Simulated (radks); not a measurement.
Q: Valence configurations of Mg II (all share [Ne]). Calculated with a radial shooting solver on a logarithmic mesh with Libxc functionals: scalar-relativistic Kohn-Sham, PBE, spin-polarised, spherical densities, finite nucleus; open shells are filled with parallel spins first; Fermi nuclear charge, rms radius 3.057 fm. Order these by energy: 3p1; 3s0.5 3p0.5; 3s1.

A: From the lowest, in eV above it: 3s1 0.000; 3s0.5 3p0.5 2.210; 3p1 4.417. NIST lists [Ne] 3s1 as the ground configuration; this level of theory agrees among the configurations tried. The energies are those of spherical high-spin densities, not of single terms.
